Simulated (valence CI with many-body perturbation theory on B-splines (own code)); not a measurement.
Hf⁶⁶⁺: calculated level list

Computed by valence CI with perturbative core correlation (CI+MBPT): four valence electrons over a frozen Dirac-Fock core [He], radial functions for each j: 11 s, 11 p, 10 d, 8 f, 5 g, 2 h, with the one-electron correlation potential Σ1, the two-electron term Σ2, the three-electron term Σ3, Breit, model QED; selected CI, second order for the rest, scaled by the run's own slope (own B-spline code, finite nucleus).

No measured spectrum was set against this ion. As an estimate, large intervals hold to a few tenths of a per cent, small ones and those within an open d or f shell to about a per cent. Among the levels kept, up to 1200 cm⁻¹ of a level comes from second order outside the variational space, and about a tenth of that is noise between levels of different J, which matters for small intervals.

Levels 181 to 216 of 216, with energies above the lowest level, (2s^2 2p1/2^2) J=0. "Leading %" is the weight of the configuration and term that name the level; weights of strongly mixed levels are sums over their largest components and can fall short. In the jj column 3d3/2^4 stands for four electrons in 3d with j = 3/2. Lifetimes count E1, E2, E3, M1 and M2 decay at the calculated energies, and are blank where another channel may lead or the interval is too uncertain; long ones can be off by a factor of two.

```csv
No.,Configuration,Term,J,E (eV),Leading %,Leading jj,Second component,Lifetime
181,2s2p²3d,³D,2,13203,34,2s 2p3/2^2 3d3/2 (90 %),18 % 2s2p²3d ³F,667 as
182,2s2p²3d,³D,1,13208,66,2s 2p3/2^2 3d3/2 (73 %),8 % 2s2p²3d ³P,653 as
183,2s2p²3d,³P,1,13210,39,2s 2p3/2^2 3d5/2 (53 %),28 % 2s2p²3d ¹P,983 as
184,2s2p²3d,³D,3,13212,40,2s 2p3/2^2 3d5/2 (66 %),24 % 2s2p²3d ¹F,744 as
185,2s2p²3d,³D,2,13222,42,2s 2p3/2^2 3d5/2 (76 %),16 % 2s2p²3d ¹D,486 as
186,2s2p²3d,³P,0,13223,67,2s 2p3/2^2 3d3/2 (64 %),32 % 2s2p²3d ¹S,541 as
187,2s2p²3d,³F,4,13280,62,2s 2p3/2^2 3d5/2 (96 %),15 % 2s2p²3d ¹G,32.8 fs
188,2s2p²3d,³D,3,13284,73,2s 2p3/2^2 3d5/2 (99 %),6 % 2s2p²3d ³F,27.0 fs
189,2s2p²3d,³D,3,13290,47,2s 2p3/2^2 3d5/2 (98 %),20 % 2s2p²3d ¹F,630 as
190,2s2p²3d,¹D,2,13299,48,2s 2p3/2^2 3d5/2 (97 %),28 % 2s2p²3d ³D,3.53 fs
191,2s2p²3d,³P,1,13302,35,2s 2p3/2^2 3d5/2 (97 %),30 % 2s2p²3d ¹P,635 as
192,2s2p²3d,³P,2,13316,23,2s 2p3/2^2 3d5/2 (82 %),21 % 2s2p²3d ¹D,458 as
193,2p³3p,⁵P,3,13322,54,2p1/2 2p3/2^2 3p3/2 (98 %),24 % 2p³3p ³F,2.63 fs
194,2p³3p,³P,0,13324,99,2p1/2 2p3/2^2 3p3/2 (99 %),,2.45 fs
195,2p³3p,³P,2,13326,34,2p1/2 2p3/2^2 3p3/2 (84 %),25 % 2p³3p ³D,1.37 fs
196,2s²2p4p,³P,1,13339,49,2s^2 2p1/2 4p3/2 (98 %),29 % 2s²2p4p ³S,16.4 fs
197,2p³3p,¹P,1,13340,50,2p1/2 2p3/2^2 3p3/2 (98 %),26 % 2p³3p ³D,2.29 fs
198,2s²2p4p,³D,2,13342,50,2s^2 2p1/2 4p3/2 (100 %),33 % 2s²2p4p ¹D,16.7 fs
199,2p³3p,³D,3,13345,68,2p1/2 2p3/2^2 3p3/2 (98 %),29 % 2p³3p ¹F,2.66 fs
200,2p³3p,³F,4,13346,97,2p1/2 2p3/2^2 3p3/2 (97 %),,2.74 fs
201,2s²2p4d,³F°,2,13367,75,2s^2 2p1/2 4d3/2 (100 %),20 % 2s²2p4d ¹D°,4.69 fs
202,2s²2p4d,³D°,1,13375,50,2s^2 2p1/2 4d3/2 (99 %),33 % 2s²2p4d ¹P°,1.16 fs
203,2p³3p,³P,1,13378,78,2p1/2 2p3/2^2 3p3/2 (100 %),12 % 2p³3p ¹P,2.51 fs
204,2p³3p,¹D,2,13391,51,2p1/2 2p3/2^2 3p3/2 (99 %),27 % 2p³3p ³P,2.63 fs
205,2p³3d,⁵D°,1,13403,47,2p1/2 2p3/2^2 3d3/2 (100 %),38 % 2p³3d ³D°,4.49 fs
206,2p³3d,³F°,2,13404,40,2p1/2 2p3/2^2 3d3/2 (99 %),36 % 2p³3d ⁵D°,5.68 fs
207,2p³3d,⁵D°,0,13405,55,2p1/2 2p3/2^2 3d3/2 (99 %),23 % 2p³3d ¹S°,2.75 fs
208,2s2p²4s,⁵P,1,13408,41,2s 2p1/2^2 4s (98 %),31 % 2s2p²4s ³S,7.38 fs
209,2p³3d,³G°,3,13410,41,2p1/2 2p3/2^2 3d3/2 (99 %),23 % 2p³3d ³D°,3.07 fs
210,2p³3p,³P,1,13412,51,2p1/2 2p3/2^2 3p3/2 (100 %),28 % 2p³3p ³S,2.48 fs
211,2s²2p4d,³P°,2,13413,48,2s^2 2p1/2 4d5/2 (100 %),35 % 2s²2p4d ³D°,1.67 fs
212,2s²2p4d,³F°,3,13415,45,2s^2 2p1/2 4d5/2 (100 %),33 % 2s²2p4d ¹F°,1.66 fs
213,2p³3p,³D,2,13416,44,2p1/2 2p3/2^2 3p3/2 (98 %),35 % 2p³3p ¹D,2.47 fs
214,2s2p²4s,³P,0,13417,69,2s 2p1/2^2 4s (100 %),31 % 2s2p²4s ¹S,7.07 fs
215,2p³3d,³G°,4,13424,51,2p1/2 2p3/2^2 3d3/2 (100 %),38 % 2p³3d ¹G°,48.8 fs
216,2s²2p4f,³G,3,13430,73,2s^2 2p1/2 4f5/2 (100 %),19 % 2s²2p4f ¹F,3.39 fs
```

Where two levels of one J and parity lie close, their mixing, g and order are uncertain.
